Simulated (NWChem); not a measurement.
System meant: MgHSeCl; SMILES [Cl][Mg][SeH]

Input file for NWChem:

```
start job
memory heap 200 mb stack 900 mb global 1100 mb
geometry units angstroms noautoz
  Mg    -0.031160    -0.611373    -0.000127
  Cl    -0.140321    -2.810632    -0.000287
  Se     0.123077     1.803960     0.000475
  H     -1.348143     1.891703    -0.012948
end
basis spherical
  * library def2-svp
end
dft
  xc xpbe96 cpbe96
  iterations 4
  mulliken
end
task dft energy
```

End of the output:

```
    Atom       Charge   Shell Charges
 -----------   ------   -------------------------------------------------------
    1 Mg  12    12.26   2.00  1.94  0.51  0.16  5.83  0.62  0.50  0.69
    2 Cl  17    16.89   2.00  1.96  1.01  0.72  5.82  2.25  3.12  0.01
    3 Se  34    33.89   2.00  2.00  1.96  1.04  0.57  5.99  5.80  2.04  2.44  7.82  2.04  0.19
    4 H    1     0.97   0.58  0.32  0.07

 center of mass
 --------------
 x =   0.02447428 y =   0.18834860 z =   0.00000000

 moments of inertia (a.u.)
 ------------------
        1928.710480751943           0.000000000000           0.000000000000
           0.000000000000           7.723302446083           0.000000000000
           0.000000000000           0.000000000000        1936.433783198027

     Multipole analysis of the density
     ---------------------------------

     L   x y z        total         alpha         beta         nuclear
     -   - - -        -----         -----         ----         -------
     0   0 0 0     -0.000000    -32.000000    -32.000000     64.000000

     1   1 0 0     -0.166243     -0.083122     -0.083122      0.000000
     1   0 1 0      0.328201      0.164100      0.164100      0.000000
     1   0 0 1     -0.000000     -0.000000     -0.000000      0.000000

     2   2 0 0    -28.311206    -17.937203    -17.937203      7.563200
     2   1 1 0     -0.858849      2.062522      2.062522     -4.983893
     2   1 0 1     -0.000000     -0.000000     -0.000000      0.000000
     2   0 2 0    -41.083004   -471.454070   -471.454070    901.825135
     2   0 1 1     -0.000000     -0.000000     -0.000000      0.000000
     2   0 0 2    -31.544135    -15.772067    -15.772067      0.000000

 ------------------------------------------------------------------------
 dft energy failed                                                                                  0
 ------------------------------------------------------------------------
 ------------------------------------------------------------------------
  current input line :
    17: task dft energy
 ------------------------------------------------------------------------
 ------------------------------------------------------------------------
 This type of error is most commonly associated with calculations not reaching convergence criteria
 ------------------------------------------------------------------------
 For more information see the NWChem manual at https://nwchemgit.github.io

0:dft energy failed:Received an Error in Communication
```

### Question
What is wrong, and how is it mended?

### Answer
The run did not converge; its last values are not results. Cause: the SCF was allowed too few iterations. This input runs:
```
start job
memory heap 200 mb stack 900 mb global 1100 mb
geometry units angstroms noautoz
  Mg    -0.031160    -0.611373    -0.000127
  Cl    -0.140321    -2.810632    -0.000287
  Se     0.123077     1.803960     0.000475
  H     -1.348143     1.891703    -0.012948
end
basis spherical
  Mg library def2-svp
  Cl library def2-svp
  Se library def2-svp
  H library def2-svp
end
dft
  xc xpbe96 cpbe96
  iterations 150
  mulliken
end
task dft energy
```
It converges to -3061.36952 Ha (PBE/def2-SVP).
